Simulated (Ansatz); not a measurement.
Gas-phase electronic energies from Ansatz, PBE0-D4/def2-TZVP geometries. CBS: MP2 limit from def2 TZ/QZ plus the TZ coupled-cluster correction, frozen cores. DFT in def2-TZVPP. No spin–orbit coupling; open shells (•) take unrestricted orbitals. For Se outer-core shells are correlated without core-valence functions, which leaves a few kJ/mol of doubt a bond. Scalar relativity is left out up to krypton. Each species was taken in one conformer, which may not be the lowest.

Consider the homolysis of the Se–Si bond: `[SiH3][SiH2][SeH]` → `[SeH]`• + `[SiH2][SiH3]`•.

```
        level  ΔE (kJ/mol)
    revPBE-D4        317.5
    r2SCAN-D4        319.8
       B97M-V        322.1
         BLYP        297.2
         PBE0        319.9
        BHLYP        301.8
CCSD/def2-SVP        292.6
HF/def2-TZVPP        223.7
```

**Question.** What does CCSD(T)/CBS give? (An estimate is asked.)

**Answer.** Ansatz gave: +341.4 kJ/mol. The listed levels differ from it by -23.9, -21.6, -19.3, -44.2, -21.5, -39.6, -48.8, -117.7 kJ/mol.

Largest T1 diagnostic among the species: 0.015.

In def2-TZVPP, CCSD(T) changes the Hartree–Fock value by +99.7 kJ/mol (the triples alone add +10.0 kJ/mol) and MP2 by +116.3 kJ/mol; breaking electron pairs costs correlation energy, which Hartree–Fock lacks. From r2SCAN to r2SCAN0 (25 % exact exchange), in def2-TZVPP and without D4, ΔE moves by −3.9 kJ/mol: exact exchange takes away binding that semilocal exchange gives to molecules. The D4 term adds +13.2 kJ/mol with B3LYP and +7.1 kJ/mol with PBE0; it sums over pairs of atoms, weighted by their polarisabilities, and B3LYP, whose exchange is more repulsive, gets the larger term.

B3LYP here is the variant with VWN-RPA as its local correlation; programs differ in this.
